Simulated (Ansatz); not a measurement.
`F[SiH2]S[SiH](F)F` + `CO[SiH2]N` → `N[SiH](F)F` + `CO[SiH2]S[SiH2]F`  (redistribution)

Program: Ansatz. Geometries: PBE0-D4/def2-TZVP. ΔE: electronic, gas phase. CBS: MP2 limit from def2 TZ/QZ plus the TZ coupled-cluster correction, frozen cores. This one scheme is used for every species. One conformer a species, not always the lowest.

| species | SCS-MP2/def2-TZVPP energy (Eh) |
| --- | --- |
| `F[SiH2]S[SiH](F)F` | -1277.04175 |
| `CO[SiH2]N` | -461.10040 |
| `N[SiH](F)F` | -545.13753 |
| `CO[SiH2]S[SiH2]F` | -1193.01037 |

Work out ΔE.

ΔE = (-545.13753) + (-1193.01037) − (-1277.04175) − (-461.10040) = -0.00575 Eh = -0.16 eV. CCSD(T)/CBS gives -0.16 eV.

Largest T1 diagnostic among the species: 0.012.

The D4 term adds −0.04 eV with B3LYP and −0.03 eV with PBE0; it sums over pairs of atoms, weighted by their polarisabilities, and B3LYP, whose exchange is more repulsive, gets the larger term.

B3LYP here is the variant with VWN-RPA as its local correlation; programs differ in this.
